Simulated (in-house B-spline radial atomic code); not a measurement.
Radial electron density of the scandium ion Sc³⁺, [Ne] 3s1 3p6 3d1. All numbers are computed (non-relativistic PBE0, spin-polarised, spherical fractional occupations; point nucleus, inside a hard spherical wall at 2.28 bohr) with an all-electron radial atomic-structure program (B-spline basis), not measured.

Caution: exact exchange at fractional occupations of open shells leaves self-interaction of up to several eV.

Columns: r (bohr), 4πr²n(r) (electrons per bohr), bar.

```
 0.00303   0.6252 #
 0.00358   0.8528 #
 0.00423    1.159 ##
 0.00499    1.562 ###
 0.00588    2.089 ####
 0.00694    2.783 #####
 0.00819    3.678 ######
 0.00967    4.819 ########
  0.0114    6.229 ###########
  0.0135        8 ##############
  0.0159    10.04 #################
  0.0187    12.35 #####################
  0.0221    14.98 #########################
  0.0261     17.7 ##############################
  0.0308     20.3 ##################################
  0.0364    22.55 ######################################
  0.0429    24.08 #########################################
  0.0506    24.68 ##########################################
  0.0597     24.2 #########################################
  0.0705    22.78 #######################################
  0.0832    20.84 ###################################
  0.0981    19.13 ################################
   0.116    18.38 ###############################
   0.137    19.17 ################################
   0.161     21.3 ####################################
    0.19    24.04 #########################################
   0.225    25.98 ############################################
   0.265    25.69 ############################################
   0.313    22.67 ######################################
   0.369    17.67 ##############################
   0.435    12.36 #####################
   0.514     8.53 ##############
   0.606     7.21 ############
   0.716    7.855 #############
   0.844    8.947 ###############
   0.996    9.051 ###############
    1.18    7.566 #############
    1.39    5.083 #########
    1.64    2.504 ####
    1.93   0.6933 #
    2.26 0.002161
```

On this grid the curve has 3 maxima, near 0.0506, 0.225, 0.996 bohr.

The 3p up radial function P(r) = rR(r), positive near the nucleus:

```tsv
r (bohr)	P
0.00358	0.001331
0.00499	0.002548
0.00694	0.004828
0.00967	0.00911
0.0135	0.01706
0.0187	0.03101
0.0261	0.05594
0.0364	0.09784
0.0506	0.1635
0.0705	0.259
0.0981	0.3787
0.137	0.4958
0.19	0.5434
0.265	0.4313
0.369	0.09187
0.514	-0.4256
0.716	-0.906
0.996	-1.066
1.39	-0.7985
1.93	-0.2893
```
